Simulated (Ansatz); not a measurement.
Program: Ansatz. Geometries: PBE0-D4/def2-TZVP. ΔE: electronic, gas phase. CBS: MP2 limit from def2 TZ/QZ plus the TZ coupled-cluster correction, frozen cores. This one scheme is used for every species. Triplets are unrestricted, without spin–orbit coupling. One conformer a species, not always the lowest.

Reaction (formal loss of a carbene): `CN[SiH2][AlH2]` → `[CH2]` (triplet) + `N[SiH2][AlH2]`

```csv
species,MP2/CBS(def2) energy (Eh)
`CN[SiH2][AlH2]`,-628.56382
`[CH2]` (triplet),-39.07245
`N[SiH2][AlH2]`,-589.33909
```

Question: Work out ΔE.

Answer: ΔE = (-39.07245) + (-589.33909) − (-628.56382) = 0.15228 Eh = +399.8 kJ/mol. CCSD(T)/CBS gives +389.8 kJ/mol.

Largest T1 diagnostic among the species: 0.011.

In def2-TZVPP, CCSD(T) changes the Hartree–Fock value by +134.2 kJ/mol (the triples alone add +11.3 kJ/mol) and MP2 by +144.2 kJ/mol. From PBE to PBE0 (25 % exact exchange), in def2-TZVPP and without D4, ΔE moves by −9.5 kJ/mol. The D4 term adds +10.8 kJ/mol with B3LYP and +5.9 kJ/mol with PBE0; it sums over pairs of atoms, weighted by their polarisabilities, and B3LYP, whose exchange is more repulsive, gets the larger term.

B3LYP here is the variant with VWN-RPA as its local correlation; programs differ in this.
